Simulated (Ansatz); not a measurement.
Consider the cleavage of the Si–Si bond: `CO[SiH](O)[SiH3]` + H–F → `CO[SiH](O)F` + SiH₄.

Program: Ansatz. Geometries: PBE0-D4/def2-TZVP. ΔE: electronic, gas phase. CBS: MP2 limit from def2 TZ/QZ plus the TZ coupled-cluster correction, frozen cores. This one scheme is used for every species. DFT in def2-TZVPP. One conformer a species, not always the lowest.

`CO[SiH](O)[SiH3]`:

Cartesian coordinates in Å:
```
C 2.038 1.119 -0.106
O 0.685 0.830 0.175
Si -0.014 -0.626 -0.114
O -0.100 -0.995 -1.719
Si -2.133 -0.466 0.873
H 2.300 2.053 0.393
H 2.701 0.327 0.262
H 2.200 1.237 -1.182
H 0.845 -1.709 0.435
H -0.698 -0.478 -2.261
H -2.957 0.538 0.142
H -2.033 -0.054 2.298
H -2.835 -1.776 0.804
```

H–F:

Cartesian coordinates in Å:
```
F -0.178 0.423 0.035
H 0.178 -0.423 -0.035
```

`CO[SiH](O)F`:

Z-matrix (Å, degrees):
```
C
O 1 1.412
H 1 1.091 2 108.1
H 1 1.095 2 111.2 3 -119.0
H 1 1.094 2 111.3 3 119.4
Si 2 1.623 1 125.5 3 -176.0
F 6 1.595 2 107.9 1 49.5
O 6 1.619 2 108.8 1 170.5
H 6 1.471 2 114.0 1 -68.9
H 8 0.958 6 118.6 2 -39.6
```

SiH₄:

Cartesian coordinates in Å:
```
Si 0.000 0.000 0.000
H 0.084 1.449 0.313
H -0.926 -0.206 -1.142
H -0.506 -0.735 1.187
H 1.348 -0.508 -0.358
```

```json
{"level": "PBE-D4", "ΔE (eV)": "-1.55"}
{"level": "r2SCAN", "ΔE (eV)": "-1.83"}
```

(1) What does CCSD(T)/CBS give? (Best estimate.)

(2) What do rigid-rotor, harmonic-oscillator terms from PBE0-D4/def2-TZVP frequencies (298.15 K, 1 bar) make of the CCSD(T)/CBS value? (Best estimate.)

Largest T1 diagnostic among the species: 0.012.

Results:

(1) The calculation gave: -1.79 eV. The listed levels differ from it by 0.24, -0.04 eV.

(2) Ansatz gave: ΔZPE = 0.00 eV, ΔH = -1.83 eV, ΔS = -10 J/(mol·K), ΔG = -1.80 eV.

Leaving LDA and LC-ωPBE aside and taking each functional with its dispersion term where it has one, the values, not all of them listed here, spread over 0.40 eV, from BHLYP-D4 to revPBE-D4. From BLYP to BHLYP (50 % exact exchange), in def2-TZVPP and without D4, ΔE moves by −0.17 eV.
